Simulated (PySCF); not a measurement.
**Exercise with solution: dipole moment from atomic charges**

Zn(Me)(GeH3) (CH6GeZn), SMILES [CH3][Zn][GeH3]. Atoms are numbered in the order given.

```xyz
9

Zn     0.0000     0.0000    -0.9126
C      0.0000     0.0000    -2.8770
H     -1.0090    -0.2026    -3.2728
H      0.6800    -0.7725    -3.2728
H      0.3290     0.9752    -3.2728
Ge     0.0000     0.0000     1.5041
H      1.4223    -0.1235     2.1091
H     -0.6042     1.2935     2.1091
H     -0.8182    -1.1700     2.1091
```
Charge 0, spin multiplicity 1.

Geometry optimised at B3LYP-D3(BJ)/def2-SVP. The structure was generated by enumeration; whether it is a known compound was not checked.

Charges (e) from M06-2X/def2-TZVPD run with PySCF:

```csv
atom,ESP fit,IAO
Zn1,0.670,1.125
C2,-0.891,-1.018
H3,0.179,0.139
H4,0.180,0.139
H5,0.180,0.139
Ge6,-0.371,-0.238
H7,0.017,-0.095
H8,0.018,-0.095
H9,0.018,-0.095
```

The dipole moment of the full density is 1.06 D.

**Question.** What dipole moment does each set of point charges give, and which comes closer to that of the density?

**Answer.** 
μ = Σ q r, and 1 e Å = 4.8032 D.
ESP fit: Σ q r = (0.000, 0.000, -0.258) e Å, |μ| = 1.24 D.
IAO: Σ q r = (0.000, 0.000, -0.422) e Å, |μ| = 2.03 D.
ESP fit comes closer in size. Point charges leave out the atoms' own dipoles (lone pairs, polarised bonds); fits to the potential absorb them, partitions of the density don't.
